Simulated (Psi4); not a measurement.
C4H12Si, triplet, at the geometry of the source list (a higher spin typed on purpose: for a closed-shell molecule this is an excited state). Base run: CCSD/STO-3G in Psi4.

Here is a job for Psi4.
```
memory 2 GB

molecule {
0 3
  C    -0.40850000   -1.21310000   -1.41620000
  Si   -0.00000000   -0.00000000    0.00000000
  C     0.00820000    1.78590000   -0.67430000
  C    -1.31830000   -0.15620000    1.37180000
  C     1.71870000   -0.41660000    0.71880000
  H    -1.38230000   -1.00360000   -1.84870000
  H    -0.42140000   -2.24090000   -1.06610000
  H     0.32380000   -1.14990000   -2.21550000
  H     0.23780000    2.50350000    0.10760000
  H    -0.95720000    2.05610000   -1.09180000
  H     0.74890000    1.90980000   -1.45860000
  H    -2.31050000    0.07470000    0.99580000
  H    -1.34960000   -1.16260000    1.77840000
  H    -1.11550000    0.52210000    2.19510000
  H     1.74890000   -1.42830000    1.11220000
  H     2.49410000   -0.33730000   -0.03730000
  H     1.98300000    0.25640000    1.52890000
}

set basis sto-3g
set reference uhf

energy('ccsd')
print_variables()
```

Variants of this job, named by their change:

```
change            ΔE vs base (mEh)  MP2 correlation (Eh)  basis functions  core-seconds (rough)        outcome
----------------  ----------------  --------------------  ---------------  --------------------  -------------
base                         0.000              -0.23776               41                    10      converged
method = cisd                    -                     -                -                     -  input refused
method = scs-mp2            57.240              -0.23776               41                     3      converged
method = lccd               -3.293              -0.23776               41                     7      converged
method = omp2               81.773              -0.23770               41                     9      converged
method = mp3                28.279              -0.23770               41                     4      converged
method = ccsd(t)            -2.684              -0.23776               41                    20      converged
method = mp2.5              55.759              -0.23770               41                     6      converged
method = mp2                83.238              -0.23770               41                     3      converged
cc_type = df                -0.766              -0.23770               41                    20      converged
```

Open shells are given as the SCF converged; they aren't shown to be the lowest states, and a large step between rows can be another state.

- method = cisd: ended with `psi4.driver.p4util.exceptions.MissingMethodError: Method=cisd is not available for any derivative level under conditions CI_TYPE=CONV, REFERENCE=UHF, FREEZE_CORE=FALSE, QC_MODULE=(auto). See https://psicode.org/psi4manual/master/introduction.html#ss-cisd. Or d`
